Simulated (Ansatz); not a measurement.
Consider the cleavage of the Si–Si bond: `C=C[SiH2][SiH2]O` + `O[SiH](F)F` → `C=C[SiH2]O[SiH](F)F` + `O[SiH3]`.

Computed with Ansatz on PBE0-D4/def2-TZVP structures; ΔE is electronic, products minus reactants. CBS: MP2 limit from def2 TZ/QZ plus the TZ coupled-cluster correction, frozen cores. DFT in def2-TZVPP. B3LYP here is the variant with VWN-RPA as its local correlation; programs differ in this. One conformer a species, not always the lowest.

CCSD(T)/CBS gives -1.24 eV.

**Question.** Another level gave -1.17 eV. Which?
A. r2SCAN-D4/def2-TZVPP
B. B3LYP-D4/def2-TZVPP
C. MP2/def2-TZVPP
D. HF/def2-TZVPP

**Answer.** A. r2SCAN-D4 -1.17, B3LYP-D4 -1.25, HF/def2-TZVPP -1.51, MP2/def2-TZVPP -1.29 eV.

Largest T1 diagnostic among the species: 0.012.

The D4 term adds −0.03 eV with B3LYP and −0.02 eV with PBE0; it sums over pairs of atoms, weighted by their polarisabilities, and B3LYP, whose exchange is more repulsive, gets the larger term. In def2-TZVPP, CCSD(T) changes the Hartree–Fock value by +0.27 eV (the triples alone add +0.04 eV) and MP2 by +0.22 eV.
